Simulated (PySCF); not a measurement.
## From computed data to an observable: oscillator strength and radiative lifetime

C3H6FNSi, SMILES F[C@@H]1CN=C[SiH2]1.

Geometry optimised at TPSSh-D3(BJ)/def2-SVP. The structure was generated by enumeration; whether it is a known compound was not checked. One conformer was computed; it need not be the lowest.

TDA-LC-ωPBE/def2-SVPD run with PySCF 2.14.0 puts the first singlet state with f over 0.02 at 7.50 eV (vertical), with the transition dipole (0.252, -0.214, 0.113) in atomic units.

Problem. Find the oscillator strength, the wavelength and the radiative lifetime that this transition would have in vacuum if emission retraced absorption.

Solution. 
|μ|² = 0.1221 au, so |μ| = 0.89 D. ΔE = 7.50/27.211 = 0.2756 hartree. f = (2/3) ΔE |μ|² = 0.022 (the program prints 0.022).
λ = 1239.84/7.50 = 165 nm; ν = 60492 cm⁻¹.
Einstein's coefficient A = 0.6670 ν² f s⁻¹ (ν in cm⁻¹) = 5.5e7 s⁻¹, so τ = 1/A = 18 ns. This state is S3; the lower singlets have f = 0.000, 0.001. The figure is the radiative limit of this one transition; relaxation, internal conversion, crossing to triplets and a medium change what is measured.
